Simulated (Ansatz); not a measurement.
Born–Oppenheimer molecular dynamics of AlCl2H5O2Sn (11 atoms, charge 0, multiplicity 1). It starts at the highest image of a converged band, a first-order saddle point between two minima.

These are results of RKS PBE0-D4/def2-SVP (Ansatz), not measurements.

```json
{
  "ensemble": "NVE (velocity Verlet)",
  "time step": "0.5 fs",
  "steps asked": "200",
  "starting velocities drawn for": "300 K",
  "seed": "4104"
}
```

First frame:

```xyz
11
Properties=species:S:1:pos:R:3
Sn 0.359 -0.272 -0.074
O -0.249 -0.172 2.414
H -1.082 -0.509 2.767
Cl 1.950 0.314 -1.692
H -0.647 1.080 0.010
Cl -1.040 -2.089 -0.992
O 1.241 -1.680 0.952
Al 0.579 -3.286 0.542
H 1.410 -4.213 -0.437
H -0.387 -3.846 1.679
H 0.381 -0.922 2.448
```

(1) How far do the bonds stretch over the last three quarters of this one trajectory? (Pairs bonded in most of those frames.)

Answers

(1) 
```csv
bond,mean (Å),spread (Å),shortest,longest
Sn1–Cl4,2.352,0.027,2.30,2.39
Sn1–H5,1.684,0.016,1.66,1.71
Sn1–Cl6,2.495,0.079,2.39,2.59
Sn1–O7,1.950,0.021,1.92,1.98
Sn1–Al8,3.062,0.017,3.05,3.10
O2–H3,0.965,0.010,0.95,0.98
O2–H11,0.982,0.016,0.95,1.01
Cl6–Al8,2.466,0.053,2.42,2.62
O7–Al8,1.798,0.029,1.74,1.84
Al8–H9,1.590,0.036,1.53,1.64
Al8–H10,1.600,0.042,1.54,1.66
```

Mean temperature of the second half: 168 K. The conserved energy stayed within 0.084 meV per atom of its start (net change 0.074 meV per atom), so the integration is sound. A run of 0.1 ps of so small a system gives no equilibrium averages. The orbitals stay closed-shell, which can raise the energy where a bond breaks towards radicals; this wasn't checked here.

The run took 11 min on 4 threads of Arm Neoverse V2, with other jobs on the host, peak memory 0.4 GiB.
